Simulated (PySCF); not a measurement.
**Correlation energy of B⁺ (boron, charge +1)**

[He] 2s2, closed-shell 1S. Computed with PySCF 2.14 in def2-TZVP, with no relativity, point nucleus. Frozen: 1s2; 2 electrons correlated.

Total MP2 correlation energy: -35.44 mhartree.

Same-spin part 0.00 and opposite-spin part -35.44 mhartree; SCS-MP2 scales them by 1/3 and 6/5 to -42.53 mhartree.

With two correlated electrons CCSD is exact within the correlated space (frozen core and kept virtual orbitals).

```csv
level,correlation energy (mhartree)
CCSD,-59.46
```

Diagnostics: T1 = 0.012, D1 = 0.0167, largest double amplitude 0.151.

A double-excitation amplitude exceeds 0.15, a sign of near-degeneracy.

Cost of the coupled-cluster step: 0.09 s of wall time on 1 thread of Neoverse-V1 (shared host), for 2 correlated electrons.
